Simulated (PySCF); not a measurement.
# Electron correlation in As(3+) (arsenic, charge +3)

Starting occupation: [Ar] 3d10 4s2. Calculation: PySCF 2.14, in x2c-TZVPall-2c (6s7p4d1f, 54 functions); X2C-1e with screened-nucleus spin-orbit coupling, Gaussian nucleus. Frozen: [Ne]; 20 electrons correlated.

MP2 pair energies summed by pair of shells (mhartree):

```tsv
pair	energy	share (%)
3d3/2-3d5/2	-48.62	16.4
3d5/2-3p3/2	-33.96	11.5
3d5/2-3d5/2	-33.77	11.4
4s1/2-4s1/2	-30.13	10.2
3d3/2-3p3/2	-23.18	7.8
3d5/2-3p1/2	-17.39	5.9
3d3/2-3d3/2	-13.92	4.7
3p1/2-3p3/2	-12.60	4.3
3d5/2-4s1/2	-12.42	4.2
3p3/2-3p3/2	-11.22	3.8
3d5/2-3s1/2	-11.01	3.7
3d3/2-3p1/2	-10.66	3.6
3d3/2-4s1/2	-8.17	2.8
3p3/2-3s1/2	-7.69	2.6
3d3/2-3s1/2	-7.28	2.5
3p1/2-3s1/2	-3.84	1.3
3p3/2-4s1/2	-3.48	1.2
3p1/2-3p1/2	-2.43	0.8
3p1/2-4s1/2	-1.61	0.5
3s1/2-3s1/2	-1.46	0.5
3s1/2-4s1/2	-0.76	0.3
```

Total MP2 correlation energy: -295.62 mhartree.

MP2 falls well short for the outer s pair, which is nearly degenerate with np².

This basis was not built for core-valence correlation, so the inner-shell part is incomplete.
